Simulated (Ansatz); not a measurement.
Reaction (ligand exchange at the Sn–F bond): `[F][Sn]([Cl])([Cl])[Cl]` + HI → `[Cl][Sn]([Cl])([Cl])[I]` + H–F

Gas-phase electronic energies from Ansatz, PBE0-D4/def2-TZVP geometries. CBS: MP2 limit from def2 TZ/QZ plus the TZ coupled-cluster correction, frozen cores. This one scheme is used for every species. Functionals use def2-TZVPP. HSE06 is defined as in plane-wave codes. def2 core potentials past Kr. For I, Sn outer-core shells are correlated without core-valence functions, which leaves a few kJ/mol of doubt a bond.

`[F][Sn]([Cl])([Cl])[Cl]`:

Z-matrix (Å, degrees):
```
Sn
F 1 1.892
Cl 1 2.279 2 107.4
Cl 1 2.279 2 107.4 3 120.0
Cl 1 2.279 2 107.4 3 -120.0
```

HI:

Cartesian coordinates in Å:
```
I -0.206 0.132 -0.767
H 0.206 -0.132 0.767
```

`[Cl][Sn]([Cl])([Cl])[I]`:

Cartesian coordinates in Å:
```
Cl 1.553 -1.649 -0.446
Sn 0.032 0.013 -0.002
Cl 0.652 1.034 1.959
Cl 0.172 1.568 -1.686
I -2.408 -0.966 0.176
```

H–F:

Cartesian coordinates in Å:
```
F 0.080 -0.411 -0.190
H -0.080 0.411 0.190
```

(1) Is it downhill or uphill in electronic energy at CCSD(T)/CBS, and by how much? (Estimate.)

(2) What do these levels give: LDA (SPW92), PBE-D4, revPBE-D4, r2SCAN-D4, r2SCANh-D4, HSE06-D4, BHLYP-D4, B2PLYP, BHLYP, CAM-B3LYP, HF/CBS(def2), MP2/CBS(def2)? (Estimate.)

Largest T1 diagnostic among the species: 0.012.

Answers

(1) Ansatz gave: Downhill: ΔE = -70.6 kJ/mol.

(2) Ansatz gave: LDA (SPW92) -62.5, PBE-D4 -62.6, revPBE-D4 -61.7, r2SCAN-D4 -56.3, r2SCANh-D4 -60.2, HSE06-D4 -70.6, BHLYP-D4 -68.3, B2PLYP -56.2, BHLYP -54.5, CAM-B3LYP -44.6, HF/CBS(def2) -49.7, MP2/CBS(def2) -86.1 kJ/mol.

At CCSD(T), def2-SVP lies +18.6 kJ/mol from the extrapolated value and def2-TZVPP +12.2 kJ/mol. From BLYP to BHLYP (50 % exact exchange), in def2-TZVPP and without D4, ΔE moves by −11.0 kJ/mol. The D4 term adds −11.1 kJ/mol with B3LYP and −6.2 kJ/mol with PBE0; it sums over pairs of atoms, weighted by their polarisabilities, and B3LYP, whose exchange is more repulsive, gets the larger term.

B3LYP here is the variant with VWN-RPA as its local correlation; programs differ in this.
